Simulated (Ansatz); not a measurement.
Species: sum formula SiHCl, charge 1, multiplicity 2. 
Geometry from a B3LYP-D3(BJ)/def2-TZVP (Ansatz, a quantum-chemistry and plane-wave program) optimisation:
```xyz
3

Si     0.8020    -0.1976     0.6060
H      2.0633    -0.5101    -0.1563
Cl    -0.7818     0.1927    -0.4898
```
Charge +1, spin multiplicity 2.

Basis-set convergence of Hartree-Fock and MP2 correlation energies (hartree) with Ansatz. Valence correlation only, unless marked. UHF or UKS for open shells. No spin-orbit coupling. Non-relativistic.

```
basis       functions       E(HF)  E(corr, MP2)
----------  ---------  ----------  ------------
def2-SVP           41  -748.46536      -0.19383
def2-TZVPP         98  -748.73111      -0.25967
def2-QZVPP        170  -748.75268      -0.28456
```

Extrapolating the two largest sets (X = 3 and 4) as X^-3: E(corr) = (64·(-0.28456) - 27·(-0.25967))/37 = -0.3027 Eh, an estimate of the basis-set limit. The largest set recovers 94.0 % of it, the smallest 64.0 %.
